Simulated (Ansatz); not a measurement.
Pulling on the Be1–H2 bond in BeClH (SMILES [BeH][Cl]) (multiplicity 1 held, fragments rigid). Energies count from the point at 1.323 Å.
Geometry at that point (charge 0, multiplicity 1):
```tsv
atom	x (Å)	y (Å)	z (Å)
Be	0.0000	0.0000	-1.3353
H	0.0000	0.0000	-2.6579
Cl	0.0000	0.0000	0.4705
```

Restricted levels (R-, RO-) in cc, def2 and unpolarised 6-31G sets keep to the state of the molecule at rest. Active spaces are followed from a long bond inwards. Curves can end on different states.

Frozen-core correlation.

Codes used: Ansatz (a first-principles code) with Gaussian orbitals. Values without a source in brackets are computed.

Energies in kcal/mol.

```tsv
R (Å)	R-CCSD/aug-cc-pV(D+d)Z	SC-NEVPT2 on CASSCF(2,2)/aug-cc-pV(D+d)Z	FIC-NEVPT4(SD) on CASSCF(2,2)/aug-cc-pV(D+d)Z	FIC-MRCISD+Q on CASSCF(2,2)/aug-cc-pV(D+d)Z
1.058	20.2	20.9	20.3	20.2
1.190	4.3	4.7	4.4	4.3
1.323	0.0	0.0	0.0	0.0
1.455	2.3	1.9	2.3	2.3
1.587	8.5	7.6	8.3	8.4
1.786	21.0	19.4	20.7	21.0
1.984	34.7	32.4	34.2	34.6
2.315	55.6	52.2	54.7	55.2
2.645	71.8	67.2	70.3	70.9
3.042	84.4	78.5	82.0	82.7
3.571	92.4	85.1	88.9	89.7
4.233	95.5	87.4	91.4	92.1
```

Doubts at one or more of the structures used: a restricted determinant that unrestricted orbitals would lower (R-CCSD/aug-cc-pV(D+d)Z); other coupled-cluster roots lie near (R-CCSD/aug-cc-pV(D+d)Z); T1 above 0.05 (R-CCSD/aug-cc-pV(D+d)Z).
